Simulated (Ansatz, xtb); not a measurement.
**Two isomers of C6H7FS**

Structure X: `C#C[C@@H]1SCC[C@H]1F`, a singlet. Structure Y: `Cc1ccc(CF)s1`, a singlet. Both are isolated molecules in the gas phase, relaxed with B3LYP/def2-SVP; the shapes shown needn't be the lowest conformers.

X (Å):

| atom | x (Å) | y (Å) | z (Å) |
| --- | --- | --- | --- |
| C | -2.2625 | 1.5891 | -0.1538 |
| C | -2.0761 | 0.3917 | -0.1429 |
| C | -1.8442 | -1.0477 | -0.1510 |
| C | -0.2037 | -2.2271 | 1.6533 |
| C | 0.4943 | -1.4043 | 0.5697 |
| C | -0.4272 | -1.4192 | -0.6397 |
| F | -0.4675 | -2.7038 | -1.1618 |
| S | -1.9965 | -1.7893 | 1.5614 |
| H | -2.4346 | 2.6491 | -0.1539 |
| H | -2.5732 | -1.5463 | -0.8087 |
| H | 0.1659 | -1.9987 | 2.6628 |
| H | -0.0866 | -3.3042 | 1.4654 |
| H | 0.6268 | -0.3610 | 0.8972 |
| H | 1.4835 | -1.8146 | 0.3112 |
| H | -0.1011 | -0.7393 | -1.4438 |

Y (Å):

```yaml
atoms:
  - { symbol: C, position_ang: [2.7747, 0.4049, -0.9998] }
  - { symbol: C, position_ang: [1.3841, 0.0371, -0.5788] }
  - { symbol: C, position_ang: [0.5901, -0.9876, -1.0267] }
  - { symbol: C, position_ang: [-0.6941, -1.0409, -0.3969] }
  - { symbol: C, position_ang: [-0.8736, -0.0516, 0.5327] }
  - { symbol: C, position_ang: [-2.0890, 0.1941, 1.3791] }
  - { symbol: F, position_ang: [-3.0580, -0.7442, 1.0957] }
  - { symbol: S, position_ang: [0.5410, 0.9627, 0.6458] }
  - { symbol: H, position_ang: [3.1272, -0.2967, -1.7703] }
  - { symbol: H, position_ang: [2.8237, 1.4223, -1.4233] }
  - { symbol: H, position_ang: [3.4863, 0.3660, -0.1580] }
  - { symbol: H, position_ang: [0.9179, -1.6921, -1.7939] }
  - { symbol: H, position_ang: [-1.4630, -1.7811, -0.6176] }
  - { symbol: H, position_ang: [-1.8456, 0.1294, 2.4560] }
  - { symbol: H, position_ang: [-2.5108, 1.1989, 1.1903] }
```

Quicker runs give these differences E(Y) − E(X): GFN2-xTB −31.5 kcal/mol; HF/STO-3G −26.6 kcal/mol (at GFN2-xTB geometries); r2SCAN-D4/def2-SVP −41.4 kcal/mol (at GFN2-xTB geometries).

Estimate E(Y) − E(X) at the level CCSD(T)/def2-SVP + ΔMP2/def2-TZVPP.

Calculated at CCSD(T)/def2-SVP + ΔMP2/def2-TZVPP: E(Y) − E(X) = −34.2 kcal/mol, so structure Y lies lower.

Level by level:

| level | geometry | E(Y) − E(X) (kcal/mol) | departure from the last row (kcal/mol) | job, with rough time for the two |
| --- | --- | --- | --- | --- |
| GFN2-xTB | GFN2-xTB | −31.5 | +2.6 | optimisation, 0.15 s |
| HF/STO-3G | GFN2-xTB | −26.6 | +7.6 | single point, 0.44 s |
| r2SCAN-D4/def2-SVP | GFN2-xTB | −41.4 | −7.2 | single point, 4.4 s |
| B3LYP/def2-SVP | B3LYP/def2-SVP | −38.4 | −4.2 | optimisation, 39 s |
| HF/def2-SVP | B3LYP/def2-SVP | −32.6 | +1.5 | part of the CCSD(T) run |
| MP2/def2-SVP | B3LYP/def2-SVP | −36.5 | −2.3 | part of the CCSD(T) run |
| CCSD(T)/def2-SVP | B3LYP/def2-SVP | −34.5 | −0.3 | single point |
| CCSD(T)/def2-SVP + ΔMP2/def2-TZVPP | B3LYP/def2-SVP | −34.2 |  | single point, 1.8 min |

As drawn, Y has 3 C∷C, 2 C∷S in place of 1 C≡C, 2 C–C, 2 C–S (∷ is an aromatic bond). Structure X has a 5-membered ring, Y a 5-membered ring (with an aromatic ring).

The levels shown agree on the order. The largest departure from CCSD(T)/def2-SVP + ΔMP2/def2-TZVPP is that of HF/STO-3G, 7.6 kcal/mol. The last row adds to CCSD(T) the change of the MP2 difference between the two basis sets, here +0.3 kcal/mol.

With thermal terms from frequencies at re-optimised GFN2-xTB minima (ideal gas, soft modes damped towards free rotors, one conformer each, 298.15 K, 1 atm): on the last row, ΔE + ΔZPE = −34.0, ΔH = −33.8, ΔG = −34.4 kcal/mol.

The correlated steps freeze 12 core orbitals. Mirror images aren't counted in ΔG. Codes used: Ansatz 0.2.0, xtb 6.7.1; the last row on 4 threads of Arm Neoverse V1 on a shared host.
